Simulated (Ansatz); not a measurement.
A run for Ansatz (an electronic-structure program): R-RI-MP2/def2-QZVPP on H4Se2Si (SMILES [SiH3][Se][SeH]), a point of a torsion scan. Files ending in .json are basis or fitting sets from the Basis Set Exchange. The run froze 33 orbitals, filled d shells among them.

Ansatz 0.2 input:
```yaml
crystal:
  periodic: [false, false, false]
  atoms:
    - {symbol: Si, position_ang: [-1.05305148, -0.11923580, 0.07728294]}
    - {symbol: Se, position_ang: [0.45184957, 1.59362894, -0.31161595]}
    - {symbol: Se, position_ang: [2.45099898, 0.49741486, 0.03087514]}
    - {symbol: H, position_ang: [-0.77917538, -1.19153250, -0.87376419]}
    - {symbol: H, position_ang: [-2.33705703, 0.53099708, -0.13690788]}
    - {symbol: H, position_ang: [-0.86687108, -0.57807814, 1.45145054]}
    - {symbol: H, position_ang: [2.55773999, 0.77308944, 1.45727762]}
basis:
  gaussian:
    orbitals: def2-QZVPP.json
    fitting: {mean_field: def2-universal-JKFIT, correlation: def2-QZVPP-RIFIT.json}
magnetization: {spin_polarized: false}
correlation: {method: mp2, electrons: outside_noble_gas}
scf: {lower_state_search: off}
```

Give the final energy of this run.

-5091.5714 hartree.

How many basis functions does it have, and what does it roughly cost on one machine?

368 functions; very roughly 7 core-seconds.
